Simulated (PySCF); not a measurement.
A calculated (B97-3, PySCF 2.14, x2c-QZVPPall with one added diffuse shell each of s, p, d, f, g type, the spin-free X2C one-electron Hamiltonian (Gaussian nucleus)) atom or ion has these occupied shells.

```tsv
shell	electrons	orbital energy (eV)	rms radius, mean of both spins (bohr)
1s α	1	-15086.7	0.0464
1s β	1	-15086.7	0.0464
2s α	1	-2035.3	0.193
2s β	1	-2035.2	0.193
2p α	3	-1802.8	0.171
2p β	3	-1802.8	0.171
3s α	1	-311.12	0.546
3s β	1	-311.12	0.546
3p α	3	-235.95	0.560
3p β	3	-235.94	0.560
3d α	5	-111.65	0.580
3d β	5	-111.64	0.580
4s α	1	-36.378	1.56
4s β	1	-36.347	1.56
4p α	3	-19.175	1.84
4p β	3	-19.162	1.84
5p α	1	-1.817	7.61
```

Task: Name the element and its charge.

Result: Rb (rubidium, neutral), in [Kr] 5p1, 2P determinant (an excited configuration).
